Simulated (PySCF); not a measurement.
# Correlation energy of He (helium, neutral)

1s2, closed-shell 1S. All numbers are calculated (PySCF 2.14, the non-relativistic Hamiltonian (point nucleus), in pcseg-2 (3s2p1d, 14 functions)). Frozen: nothing; 2 electrons correlated.

Total MP2 correlation energy: -32.86 mhartree.

Same-spin part 0.00 and opposite-spin part -32.86 mhartree; SCS-MP2 scales them by 1/3 and 6/5 to -39.43 mhartree.

With two correlated electrons CCSD is exact within the correlated space (frozen core and kept virtual orbitals).

```csv
level,correlation energy (mhartree)
CCSD,-38.83
```

Diagnostics: T1 = 0.0014, D1 = 0.0020, largest double amplitude 0.046.

Cost of the coupled-cluster step: 0.03 s of wall time on 1 thread of Neoverse-V2 (shared host), for 2 correlated electrons.
